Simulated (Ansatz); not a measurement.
The first iterations of a band of AlBrH$_{4}$O$_{2}$Se (9 atoms, charge 0, multiplicity 1).

Method: RKS PBE0-D4/def2-SVP (Ansatz).

```json
{"movable images": "5", "climbing image": "yes", "spring": "5.0 eV/Å²", "optimiser": "quadratic models (default)", "start path": "through a guess of the saddle point", "force threshold": "0.05 eV/Å", "iteration limit": "60", "end points": "relaxed"}
```

Initial state:

```xyz
9
Properties=species:S:1:pos:R:3
Al -0.418 -0.256 -0.425
Br 0.544 -2.334 -0.400
O -0.322 0.613 -1.894
O -1.711 0.046 0.657
H 2.432 0.324 0.902
Se 1.181 1.045 1.189
H 0.050 0.237 -2.693
H -2.612 0.182 0.361
H 0.857 0.143 2.304
```

Final state:

```xyz
9
Properties=species:S:1:pos:R:3
Al -0.436 -0.263 -0.403
Br 0.132 -2.423 0.101
O 0.326 0.476 -1.746
O -2.000 0.246 0.067
H 2.358 0.451 0.549
Se 1.175 1.040 1.194
H -0.159 0.742 -2.530
H -2.639 -0.351 0.460
H 1.244 0.080 2.308
```

| iteration | highest image above the first end (eV) | largest band force component (eV/Å) |
| --- | --- | --- |
| 1 | 1.757 | 6.740 |
| 2 | 0.792 | 1.234 |
| 3 | 0.950 | 2.827 |
| 4 | 0.609 | 0.421 |
| 5 | 0.519 | 0.356 |
| 6 | 0.485 | 0.295 |
| 7 | 0.455 | 0.276 |
| 8 | 0.430 | 0.258 |
| 9 | 0.407 | 0.236 |
| 10 | 0.387 | 0.213 |
| 11 | 0.368 | 0.209 |

Q: Does the band converge within its limit, and where does its top end?

A: The forces met the threshold. It ended after 34 iterations with the highest image 0.018 eV above the first end. A vibrational analysis at the climbing image gives one clearly imaginary mode, 105i cm⁻¹: a first-order saddle point.

Time of the run: 12 min on 4 threads of Arm Neoverse N1 (shared host), peak memory 0.4 GiB.
